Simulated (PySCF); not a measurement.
# Re²⁺ (rhenium, charge +2) across methods

[Xe] 4f14 5d5, high-spin 6S determinant. All numbers are calculated (PySCF 2.14, scalar relativity through the core potential, in aug-cc-pVTZ-PP with one added diffuse shell each of s, p, d, f, g type with ECP60MDF (7s7p6d4f3g, 113 functions)).

```
method  E (hartree)  mean ε 5p α (eV)  mean ε 5p β (eV)  mean ε 5d α (eV)  Σ⟨r²⟩ (bohr²)   ⟨S²⟩
   LDA     -77.3856           -64.471           -61.309           -22.801          31.23  8.750
  PBE0     -77.5787           -68.036           -63.473           -24.255          30.78  8.751
revPBE     -77.6490           -64.473           -61.248           -22.680          30.92  8.751
   PBE     -77.5991           -64.508           -61.252           -22.725          30.99  8.751
r2SCAN     -77.6230           -66.139           -61.788           -23.023          30.66  8.752
  TPSS     -77.5702           -64.813           -61.385           -22.622          30.90  8.751
 M06-L     -77.6207           -65.477           -61.453           -22.520          30.27  8.751
   UHF    -77.04233           -77.847           -68.856           -28.190          30.58  8.753
```

Energies and moments cover only the electrons outside the core potential. Spin-orbit coupling, which splits the p, d and f shells strongly at this Z, is absent.
